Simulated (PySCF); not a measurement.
**Size series: co-oligomer**

All values: TDDFT B3LYP/def2-SVP, gas phase, PySCF SCF with an in-house response code, fitting set def2-universal-JFIT up to Ne and JKFIT beyond, grid level 1 (kernel 0), vertical, one conformer each, geometries GFN2-xTB; core orbitals frozen in the response, virtual orbitals above 1.5 Eh left out. The lowest 6 singlets were sought, and the brightest is taken among them. The runs took 0.6 to 10 CPU minutes each on shared server CPUs.

Some members have dark charge-transfer states, which this functional places too low. Spin-orbit coupling is left out, which matters for the heavier atoms here.

```csv
units,system,formula,HOMO-LUMO gap / eV,S1 / eV,f(S1),LUMO / eV,T1 (TDA) / eV
2,FC(F)(F)/C=C/c1ccc(C(F)(F)F)[se]1,C8H4F6Se,4.38,4.20,0.286,-2.56,2.58
4,FC(F)(F)/C=C/c1ccc(/C=C/c2ccc(C(F)(F)F)[se]2)[se]1,C14H8F6Se2,2.99,2.94,1.046,-2.88,1.68
6,FC(F)(F)/C=C/c1ccc(/C=C/c2ccc(/C=C/c3ccc(C(F)(F)F)[se]3)[se]2)[se]1,C20H12F6Se3,2.39,2.34,1.845,-2.98,1.32
7,FC(F)(F)c1ccc(/C=C/c2ccc(/C=C/c3ccc(/C=C/c4ccc(C(F)(F)F)[se]4)[se]3)[se]2)[se]1,C24H14F6Se4,2.19,2.12,2.338,-2.97,1.20
```
